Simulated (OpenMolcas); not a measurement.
What dynamic correlation does to the levels of F3+

```yaml
Program: OpenMolcas
Basis: ANO-RCC-VDZP [3s2p1d]
Scalar_Hamiltonian: DKH2, point nucleus
Active_space: 2 electrons in 3 orbitals (2p)
State_averaging: 2S+1 = 3 even, 3 roots; 2S+1 = 1 even, 6 roots
Spin-orbit_coupling: state interaction with AMFI integrals over the reference wave functions, term energies averaged over their components
```

Methods on the same reference wave functions:
A. CASSCF
B. SS-CASPT2, IPEA 0.25 Eh, imaginary shift 0.1 Eh (closed shells correlated: 1s 2s)

Energies in eV above 2s² 2p² ³P₀, the measured ground level; measured values from Moore, Atomic Energy Levels, vol. I, NSRDS-NBS 35 (1971 reprint of NBS Circular 467, 1949).

| Level | A | B | Measured |
| --- | --- | --- | --- |
| 2s² 2p² ³P₀ | 0.0000 | 0.0000 | 0.0000 |
| 2s² 2p² ³P₁ | 0.0246 | 0.0247 | 0.0279 |
| 2s² 2p² ³P₂ | 0.0723 | 0.0724 | 0.0761 |
| 2s² 2p² ¹D₂ | 3.2351 | 3.163 | 3.1295 |
| 2s² 2p² ¹S₀ | 7.9946 | 7.073 | 6.6386 |

Deviations, from unrounded energies. A percentage is the sum of absolute deviations over the sum of measured energies, with the sign that they share, or ± where signs differ.

```tsv
Against measurement	Levels	A	B
mean absolute deviation (cm-1)	4	3000	960
fine structure of the ground term (%)	2	-6.8	-6.6
other terms of the ground configuration (%)	2	+15.0	+4.8
```

B lies closest to measurement on these levels. The largest miss of B in the table is 2s² 2p² ¹S₀, by +3500 cm-1. The ranking rests on the paired levels alone, and a cruder setting can come out closer through cancelling errors.

From A to B the spin-free energies of the other terms of 2s² 2p² shown, above ³P, scale by factors of 0.88 to 0.98.

The lowest spin-free term lies below A's lowest term by 0.062 hartree in B.

CASPT2 does not keep the components of a term degenerate, so their means are used; among the terms shown or strongly mixed into the levels shown the widest spread is 87 cm-1 (2s² 2p² ¹D, B). With the s shell closed, the reference lacks s² → p² mixing. The basis is small and was not contracted for so high a charge. Computed and measured levels are paired by configuration, term and J; levels that our copy of the source lacks, or whose pairing is in doubt (as where it misses far off the trend of its configuration), stay unpaired and out of the deviations. Levels of configurations outside the active space are missing.
